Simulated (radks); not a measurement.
The numbers below are computed, except where a source is named.
Isoelectronic series with 5 electrons, all held in the configuration [He] 2s2 2p1, which need not be the ground one along the series. Code: a radial shooting solver on a logarithmic mesh with Libxc functionals. Model: scalar-relativistic Kohn-Sham, PBE, spin-polarised, spherical densities, point nucleus; open shells are filled with parallel spins first (spin-orbit coupling, left out, can overturn this in heavy ions). Total energies (hartree) and orbital eigenvalues (eV) (* marks an orbital that is empty in some or all of the ions):

| ion | E (hartree) | 2p down* | 2p up | 2s down | 2s up |
|---|---|---|---|---|---|
| B | -24.61300 | -2.9440 | -4.0190 | -8.7055 | -9.9070 |
| O3+ | -71.21144 | -63.2861 | -66.2696 | -77.8617 | -80.7381 |
| Si9+ | -239.16827 | -369.9463 | -376.7408 | -402.5599 | -408.5504 |
| Cl12+ | -360.75453 | -615.7225 | -624.4279 | -658.0508 | -665.5887 |
| Ca15+ | -507.64194 | -923.3103 | -933.9300 | -976.2202 | -985.3098 |
| V18+ | -680.05346 | -1292.954 | -1305.491 | -1357.693 | -1368.342 |
| Fe21+ | -878.25387 | -1724.957 | -1739.417 | -1803.226 | -1815.445 |
| Cu24+ | -1102.55170 | -2219.680 | -2236.067 | -2313.716 | -2327.517 |
| Ge27+ | -1353.30151 | -2777.537 | -2795.857 | -2890.198 | -2905.596 |
| Br30+ | -1630.90677 | -3398.995 | -3419.254 | -3533.862 | -3550.874 |
| Sr33+ | -1935.82314 | -4084.575 | -4106.779 | -4246.058 | -4264.702 |
| Nb36+ | -2268.56242 | -4834.850 | -4859.008 | -5028.310 | -5048.607 |
| Ru39+ | -2629.69711 | -5650.452 | -5676.571 | -5882.332 | -5904.304 |
| Ag42+ | -3019.86571 | -6532.062 | -6560.152 | -6810.042 | -6833.714 |
| Sn45+ | -3439.77900 | -7480.423 | -7510.493 | -7813.586 | -7838.987 |
